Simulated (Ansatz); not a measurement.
# Energy profile

The step: Si₄H₉F ([F][Si]([SiH3])([SiH3])[SiH3]) + H₂O → Si₃H₇OF ([OH][Si]([F])([SiH3])[SiH3]) + SiH₄; bonds formed: Si1–O7, Si2–H6; bonds broken: Si1–Si2, H6–O7 (atoms numbered as in the saddle structure below).

```
17
angstrom
Si -0.2518 0.9549 -0.0161
Si 1.1281 -1.5388 0.3024
Si 0.0948 0.5344 -2.2928
Si -1.8121 -0.1467 1.3283
F -0.7933 2.4987 0.0423
H 1.4837 0.3996 0.9664
O 1.2863 1.4489 0.8582
H 2.5248 -1.8486 -0.1496
H 0.8619 -2.4283 1.4784
H 0.2497 -2.0693 -0.7919
H -0.0403 1.8064 -3.0543
H 1.4398 -0.0441 -2.5416
H -0.9495 -0.4198 -2.7472
H -1.8830 -1.5933 1.0082
H -1.3530 0.0256 2.7366
H -3.1663 0.4590 1.1998
H 1.1802 1.9615 1.6731
```

Electronic energies by CCSD(T) at an estimated basis limit (MP2 extrapolated from triple and quadruple zeta, plus CCSD(T) − MP2 in triple zeta), on PBE0-D4/def2-TZVP structures; Si$_{4}$H$_{11}$OF, closed shell; no counterpoise correction. Ansatz 0.2.0; basis: def2-TZVPP and def2-QZVPP; cores frozen in the correlated methods. Extrapolation: Hartree–Fock as exp(−7.88 √X), correlation as X^−2.97.

Task: Give the profile in kJ/mol, counted from the separated reactants. (Judge from chemistry; the value comes from the calculation.)

Result: By the calculation:
| point | kJ/mol |
| --- | --- |
| separated: Si$_{4}$H$_{9}$F (linked as [F][Si]([SiH3])([SiH3])[SiH3]; Si1, Si2, Si3, Si4, F5, H8, H9, H10, H11, H12, H13, H14, H15, H16; singlet) + H$_{2}$O (H6, O7, H17; singlet) | 0.0 |
| start structure | -17.8 |
| saddle | 138.4 |
| end structure | -104.0 |
| separated: Si$_{3}$H$_{7}$OF (linked as [OH][Si]([F])([SiH3])[SiH3]; Si1, Si3, Si4, F5, O7, H11, H12, H13, H14, H15, H16, H17; singlet) + SiH$_{4}$ (Si2, H6, H8, H9, H10; singlet) | -96.2 |

T1 diagnostic: at most 0.015.

For scale, one of the runs: CCSD(T)/def2-TZVPP, 384 basis functions, launched by `ansatz run in.yaml --threads 4 --pin off --events-out ev --progress --plain --max-ram 41984MiB --backend cuda --devices 0, --max-vram 37GiB`. The run took 9.5 s on 4 CPU threads of an AMD EPYC 7R13 and a share of one NVIDIA H100 (shared host), with 0.89 GiB of host memory at its peak.
